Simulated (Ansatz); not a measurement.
`[NH2][Ge][F]` and `[NH2][Ge][Br]` differ in one element.

Ansatz, PBE0-D4/def2-TZVP geometries, multiplicity 1. Each molecule was computed in one conformer, which needn't be the lowest.

Scalar relativity is left out up to krypton.

```tsv
property	`[NH2][Ge][F]`
ideal-gas entropy at 298 K and 1 bar (rigid rotor, harmonic PBE0-D4/def2-TZVP) / J/(mol·K)	285
HOMO energy (B3LYP/def2-TZVPP) / eV	-7.56
HOMO energy (ωB97M-V/def2-TZVPP) / eV	-9.94
HOMO–LUMO gap (PBE0/def2-TZVPP) / eV	6.23
HOMO–LUMO gap (PBE/def2-TZVPP) / eV	4.28
LUMO energy (PBE/def2-TZVPP) / eV	-2.24
```

Task: What does the change do to each property? (Best estimate.)

Result: Ansatz gave: 
| property | `[NH2][Ge][Br]` | shift |
| --- | --- | --- |
| ideal-gas entropy at 298 K and 1 bar (rigid rotor, harmonic PBE0-D4/def2-TZVP) / J/(mol·K) | 308 | 23 |
| HOMO energy (B3LYP/def2-TZVPP) / eV | -7.20 | 0.36 |
| HOMO energy (ωB97M-V/def2-TZVPP) / eV | -9.48 | 0.46 |
| HOMO–LUMO gap (PBE0/def2-TZVPP) / eV | 5.47 | -0.76 |
| HOMO–LUMO gap (PBE/def2-TZVPP) / eV | 3.65 | -0.63 |
| LUMO energy (PBE/def2-TZVPP) / eV | -2.64 | -0.40 |

With PBE0 the HOMO rises by 0.33 eV and the LUMO falls by 0.42 eV, so the gap narrows by about 0.75 eV. PBE moves the HOMO by 0.23 eV and ωB97M-V by 0.46 eV.

B3LYP here is the variant with VWN-RPA as its local correlation; programs differ in this.

Spin–orbit coupling is left out; it splits and shifts lone-pair levels of the heavy atoms by tenths of an eV.
